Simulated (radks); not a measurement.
Q: These are the eigenvalues of the occupied orbitals of an atom or ion with whole-number occupations (eV). All-electron calculation, Dirac Kohn-Sham, PBE, spin-unpolarised, spherical densities, point nucleus. Program: a radial shooting solver on a logarithmic mesh with Libxc functionals.

| orbital | eigenvalue |
|---|---|
| 1s1/2 | -3150.809 |
| 2s1/2 | -326.9271 |
| 2p1/2 | -261.4145 |
| 2p3/2 | -259.1744 |
| 3s1/2 | -50.5297 |
| 3p1/2 | -35.5522 |
| 3p3/2 | -35.3295 |

Which element is it, and in what charge state? The configuration may be excited. Open shells, if any, fill j = l - 1/2 first.

A: Z = 18, argon, charge +2: Ar2+ in [Ne] 3s2 3p4. The list shows which subshells hold electrons but not how many an open one holds; the 1s level, -115.79 hartree, gives Z - s = 15.2 by -(Z - s)^2/2, which with screening and relativity narrows Z to a few neighbours, and the depths of the outer levels then fix element, charge and occupations together.
